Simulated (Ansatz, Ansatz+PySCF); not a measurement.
```yaml
atoms:
  - { symbol: Li, position_ang: [0.0000, 0.0000, -3.1600] }
  - { symbol: O, position_ang: [0.0000, 0.0000, 0.0000] }
  - { symbol: H, position_ang: [0.0000, 0.0000, 0.9500] }
```

Basis set: def2-SVP (spherical functions). Charge 0, multiplicity 1.

Computed with Ansatz (development build ahead of 0.2.0); each method stands on the lowest determinant of its kind that the runs found.

Question: Give the atomization energy at this shape (free ground-state atoms in the same class of orbitals less the molecule, no zero-point energy) of singlet LiHO by PBE0 (unrestricted), UHF.

Answer:

```tsv
method	atomization energy
PBE0 (unrestricted)	473.2 kJ/mol
UHF	281.1 kJ/mol
```

Caution: the shape is not the minimum. Caution for PBE0 (unrestricted): the unrestricted determinant is spin contaminated. Caution for UHF: the unrestricted determinant is a mixture of spin states.
